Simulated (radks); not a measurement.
Task: The mean radii <r> (bohr) of the occupied orbitals of an atom or ion are listed with their occupations. Method: non-relativistic Kohn-Sham, TPSS, spin-polarised, spherical densities, point nucleus; meta-GGA in the generalised Kohn-Sham scheme; computed with a radial shooting solver on a logarithmic mesh with Libxc functionals.

orbital  occ.      <r>
1s up       1  0.02047
1s down     1  0.02047
2s up       1  0.08646
2s down     1  0.08646
2p up       3  0.07315
2p down     3  0.07315
3s up       1   0.2195
3s down     1   0.2195
3p up       3   0.2097
3p down     3   0.2097
3d up       5   0.1839
3d down     5   0.1839
4s up       1   0.4896
4s down     1   0.4895
4p up       3   0.4968
4p down     3   0.4967
4d up       5   0.5133
4d down     5   0.5128
5s up       1    1.107
5s down     1    1.106
4f up       7   0.5771
4f down     7   0.5736
5p up       3    1.184
5p down     1    1.185

Name the element and its charge. Open shells, if any, are filled with parallel spins first.

Result: Z = 74, tungsten, charge +8: W8+ in [Kr] 4d10 4f14 5s2 5p4. The 1s radius gives Z: for a bare nucleus <r> = 1.5/Z, 0.02027 bohr for Z = 74, and screening makes it slightly larger (0.02047 here). The occupations add up to 66, and the charge is Z minus that.
